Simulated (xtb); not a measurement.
CrOBr4, SMILES [Cr]([Br])([Br])(=[O])([Br])[Br], multiplicity 1. All values are semi-empirical tight-binding results from xtb (GFN2-xTB unless named), good for trends rather than for accurate numbers. Geometry optimised at GFN2-xTB. The spin state was assumed, not searched.

For metal compounds this method's bond lengths and energies can be far off.

Task: Estimate the properties. (The exact figures need the calculation; the answer reports its results.)

Result: 
| Quantity | Result |
|---|---|
| point group as xtb finds it | C2v |
| orbital gap | 0.44 eV |
| zero-point energy | 4.0 kcal/mol |
| G − E(el) at 298.15 K (modified RRHO) | -20.3 kcal/mol |
